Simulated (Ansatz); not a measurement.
One change: `[SiH3][O][GaH2]` becomes `[AlH2][O][SiH3]`.

Ansatz, PBE0-D4/def2-TZVP geometries, multiplicity 1. 

Scalar relativity is left out up to krypton.

| property | `[SiH3][O][GaH2]` |
| --- | --- |
| LUMO energy (B3LYP/def2-TZVPP) / eV | -1.77 |
| LUMO energy (PBE/def2-TZVPP) / eV | -2.28 |
| HOMO energy (ωB97M-V/def2-TZVPP) / eV | -10.64 |
| HOMO–LUMO gap (B3LYP/def2-TZVPP) / eV | 6.39 |
| HOMO–LUMO gap (PBE0/def2-TZVPP) / eV | 6.88 |
| HOMO–LUMO gap (PBE/def2-TZVPP) / eV | 4.69 |

Question: What does the change do to each property? (An estimate is asked.)

Answer: Computed: 
```
                             property  `[AlH2][O][SiH3]`  shift
  LUMO energy (B3LYP/def2-TZVPP) / eV              -1.41   0.36
    LUMO energy (PBE/def2-TZVPP) / eV              -1.97   0.31
HOMO energy (ωB97M-V/def2-TZVPP) / eV             -10.48   0.16
HOMO–LUMO gap (B3LYP/def2-TZVPP) / eV               6.64   0.25
 HOMO–LUMO gap (PBE0/def2-TZVPP) / eV               7.06   0.18
  HOMO–LUMO gap (PBE/def2-TZVPP) / eV               4.94   0.25
```

With PBE0 the HOMO rises by 0.12 eV and the LUMO rises by 0.29 eV, so the gap widens by about 0.17 eV. PBE moves the HOMO by 0.07 eV and ωB97M-V by 0.16 eV.

B3LYP here is the variant with VWN-RPA as its local correlation; programs differ in this.
